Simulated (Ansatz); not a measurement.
Consider the hydrogenolysis of the Si–S bond: `[AlH2][O][SiH2]S` + H₂ → `[AlH2][O][SiH3]` + H₂S.

Computed with Ansatz on PBE0-D4/def2-TZVP structures; ΔE is electronic, products minus reactants. CCSD(T)/CBS adds triple-zeta CCSD(T) − MP2 to the extrapolated MP2 energy (def2 sets, frozen cores). This one scheme is used for every species. DFT in def2-TZVPP. B3LYP here is the variant with VWN-RPA as its local correlation; programs differ in this. HSE06 is defined as in plane-wave codes. One conformer a species, not always the lowest.

`[AlH2][O][SiH2]S`:

Z-matrix (Å, degrees):
```
Si
O 1 1.620
S 1 2.138 2 113.0
H 1 1.483 2 108.9 3 -121.8
H 1 1.482 2 110.4 3 115.9
Al 2 1.691 1 155.5 3 15.3
H 3 1.344 1 94.6 2 -72.5
H 6 1.577 2 117.1 1 -155.8
H 6 1.579 2 118.4 1 25.8
```

H₂:

Z-matrix (Å, degrees):
```
H
H 1 0.746
```

`[AlH2][O][SiH3]`:

```xyz
8

Al   -1.853    0.249    0.017
O    -0.187    0.023    0.018
Si    1.422   -0.191   -0.011
H    -2.461    1.283    1.044
H    -2.713   -0.587   -1.010
H     1.803   -1.290    0.916
H     2.116    1.055    0.411
H     1.872   -0.543   -1.384
```

H₂S:

```xyz
3

S    -0.130    0.223   -0.563
H     0.747   -0.680   -0.101
H    -0.617    0.457    0.664
```

Is it downhill or uphill in electronic energy at CCSD(T)/CBS, and by how much? (An estimate is asked.)

Ansatz gave: Uphill: ΔE = +0.53 eV.

What do these levels give: revPBE-D4, r2SCAN0-D4, HSE06-D4, ωB97M-V, B3LYP, r2SCANh, BHLYP, LC-ωPBE, HF/def2-SVP, HF/def2-TZVPP, SCS-MP2/def2-TZVPP, HF/CBS(def2)? (Best estimate.)

Ansatz gave: revPBE-D4 0.63, r2SCAN0-D4 0.55, HSE06-D4 0.55, ωB97M-V 0.52, B3LYP 0.40, r2SCANh 0.56, BHLYP 0.37, LC-ωPBE 0.46, HF/def2-SVP 0.17, HF/def2-TZVPP 0.26, SCS-MP2/def2-TZVPP 0.48, HF/CBS(def2) 0.25 eV.

Largest T1 diagnostic among the species: 0.012.

In def2-TZVPP, CCSD(T) changes the Hartree–Fock value by +0.22 eV (the triples alone add +0.06 eV) and MP2 by +0.31 eV. From r2SCAN to r2SCAN0 (25 % exact exchange), in def2-TZVPP and without D4, ΔE moves by −0.04 eV.
